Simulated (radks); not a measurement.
Spherical quantum dot in the effective-mass picture: electrons in a well V = -V0 / (1 + exp((r - R)/a)) with V0 = 5.06, R = 11.1, a = 1.3, all in effective atomic units (hartree* = m*/eps^2 hartree, bohr* = eps/m* bohr), one dielectric constant everywhere. Method: non-relativistic Kohn-Sham, LDA (Slater exchange, Perdew-Wang correlation), spin-polarised, spherical densities; computed with a radial shooting solver with Libxc functionals. Levels are named by radial order and angular momentum (1s, 1p, 1d, 2s, ...), and open shells are averaged over m.

N = 20, configuration 1s2 1p6 1d10 1f(up 2, down 0). This is the lowest configuration that the search found (a dilute case). Occupied and some empty levels:

level    occupation  eigenvalue (hartree*)  <r> (bohr*)
1s up             1                -2.2601        6.529
1s down           1                -2.2529        6.504
1p up             3                -2.2326        6.725
1p down           3                -2.2251        6.711
1d up             5                -2.1836        6.936
1d down           5                -2.1759        6.930
1f up             2                -2.1163        7.139
1f down           0                -2.1084        7.137
2s up             0                -2.0367        4.766
2s down           0                -2.0339        4.754
1g up             0                -2.0330        7.329
1g down           0                -2.0251        7.330
2p up             0                -1.9612        5.541
2p down           0                -1.9575        5.531
2d up             0                -1.8680        6.065
2d down           0                -1.8636        6.056

Energy (hartree*): total -69.7448, kinetic 2.7201, external -95.810, Hartree 26.896, exchange-correlation -3.5509.
